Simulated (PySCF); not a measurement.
Estimate the missing entries of this data sheet.

Compound: C3H9ClSi2 (triplet state).
Cartesian coordinates in Å at the PBE0-D3(BJ)/def2-SVP level; atoms count from 1:
```
atom  x, y, z in Å
C1    -0.6153   -1.4996    0.7338
Si2   -0.0017    0.1686    0.1221
C3     1.0408   -0.0445   -1.4273
C4    -1.4037    1.3931   -0.1225
Si5    1.4223    1.0668    1.7935
Cl6    3.0943   -0.1750    2.0633
H7     0.2358   -2.1534    0.9774
H8    -1.2338   -1.3899    1.6367
H9    -1.2195   -1.9960   -0.0445
H10    1.4258    0.9218   -1.7844
H11    0.4431   -0.5021   -2.2338
H12    1.8996   -0.7008   -1.2198
H13   -1.9597    1.5559    0.8129
H14   -1.0265    2.3644   -0.4758
H15   -2.1102    1.0066   -0.8752
```

```tsv
property	level	value
rotational constants A, B, C	PBE0-D3(BJ)/def2-SVP	2.701, 0.995, 0.948 GHz
dipole moment	PBE0-D3(BJ)/def2-SVP	?
isotropic g value	unrestricted B3LYP/IGLO-III on C Cl Si, pcH-1 on H, mean-field spin–orbit	?
spin squared ⟨S²⟩	unrestricted B3LYP/IGLO-III on C Cl Si, pcH-1 on H	?
largest isotropic hyperfine couplings (means over sets of like nuclei)	unrestricted B3LYP/IGLO-III on C Cl Si, pcH-1 on H, mean-field spin–orbit	?
```

The electronic properties come from PySCF, for the isolated species, density fitting. Geometry: PBE0-D3(BJ)/def2-SVP; no solvent or vibrations. This triplet need not be the ground state; the singlet was not compared here. Couplings of like nuclei are plain means over topologically equivalent atoms, as if these changed places fast (by rotation of a methyl-like group, say); in this geometry the members of some sets differ.

(1) What is the dipole moment?

(2) Give the largest isotropic hyperfine couplings (means over sets of like nuclei).

(3) What is the isotropic g value?

(4) What is the spin squared ⟨S²⟩?

Answers

(1) 2.97 D.

(2) 29Si -286.1 (Si5), 29Si -56.8 (Si2), 13C +10.1 (C1/C3/C4), 35Cl +8.7 (Cl6), 1H +3.8 (H7/H8/H9/H10/H11/H12/H13/H14/H15) MHz.

(3) 2.00476.

(4) 2.004.

g_iso is shifted by about +2450 ppm from the free-electron value 2.002319. The dipole equals about 9.9 × 10⁻³⁰ C·m (1 D = 3.33564 × 10⁻³⁰ C·m). ⟨S²⟩ is 0.004 above the pure-spin value S(S + 1) = 2.00. The rotational constants make it an asymmetric top with κ = (2B − A − C)/(A − C) = -0.95, nearer the prolate limit (−1). With B = h/(8π²I), that is 505.379 GHz u Å² over I, the principal moments of inertia are 187.1, 507.8 and 533.4 u Å² (most abundant isotopes).
